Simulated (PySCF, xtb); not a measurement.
Al(OMe)(PH2)2 (CH7AlOP2), SMILES C[O][Al]([PH2])[PH2]. The values are those of a single conformer.

Harmonic wavenumbers (cm⁻¹) from GFN2-xTB (xtb) at its own minimum, in rising order: 12, 74, 82, 84, 98, 120, 190, 240, 311, 453, 472, 518, 530, 534, 673, 1124, 1128, 1140, 1141, 1202, 1416, 1480, 1481, 2175, 2178, 2245, 2258, 2960, 2964, 2975.

Question: What does PySCF 2.14.0 with PBE0-D3(BJ)/def2-SVP give at its own minimum? (The exact figures need the calculation; the answer reports its results.)

Answer: 55, 73, 80, 87, 95, 109, 184, 204, 322, 468, 494, 555, 603, 624, 745, 1079, 1086, 1184, 1189, 1267, 1472, 1478, 1483, 2392, 2397, 2410, 2415, 3001, 3083, 3101. Paired by order, the mean absolute difference is 59 cm⁻¹ and the zero-point energies are 46.1 and 48.2 kcal/mol.
